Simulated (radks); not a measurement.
Numerical settings for neutral chromium, [Ar] 3d5 4s1. Method: non-relativistic Kohn-Sham, SCAN, spin-unpolarised, spherical densities, point nucleus; meta-GGA in the generalised Kohn-Sham scheme; computed with a radial shooting solver on a logarithmic mesh with Libxc functionals. The defaults (mesh step 0.008 in ln r, mesh end at 40 bohr or more with all orbitals vanishing there, Anderson mixing 0.5 over 9 steps, residual threshold near 1e-9 with the energy settled to 1e-9 hartree or 1e-11 of itself, here a cap of 93 iterations) give E = -1044.294 hartree and 3d at -2.906 eV in 14 iterations. Run on one thread of a shared host, so times are rough (Arm Neoverse N1): 0.12 s of CPU time, 0.12 s wall, 14 iterations on 2669 mesh points. Changes against that run (0 stands for a change within the tolerance of the run):

setting                     iterations         converged  E (mhartree)  e(3d) (meV)  CPU (s)
mesh step in ln r 0.12               2                no      diverged            -        0
mesh step in ln r 0.03              14               yes         +66.3        -7.01     0.04
mesh step in ln r 0.05              14               yes         +18.3        +6.78     0.03
mesh end (bohr) 5                   12               yes          +112    +2.81e+03     0.09
mesh end (bohr) 2                   12  level above zero     +7.29e+03    +4.63e+04     0.07
residual threshold 1e-16            93                no             0            0     0.46
residual threshold 0.1              11               yes             0      -0.0827      0.1
mixing 1.5                          14               yes             0     -0.00624     0.12
linear mixing, mixing 0.5           37               yes             0     -0.00872     0.23
linear mixing, mixing 0.05          93                no       -0.0668        -8.99     0.57
mixing history 3                    16               yes             0     -0.00487     0.12
iteration cap 3                      3                no         +13.8    +1.33e+03     0.03

Settled on a wrong energy, with an occupied level pushed above zero by the early mesh end: mesh end (bohr) 2 (+7.29 hartree). Apart from these: settings that end as converged yet miss the energy by more than 1 mhartree: mesh step in ln r 0.03 (+0.0663 hartree); mesh step in ln r 0.05 (+0.0183 hartree); mesh end (bohr) 5 (+0.112 hartree). A mesh that ends early acts as a hard wall.
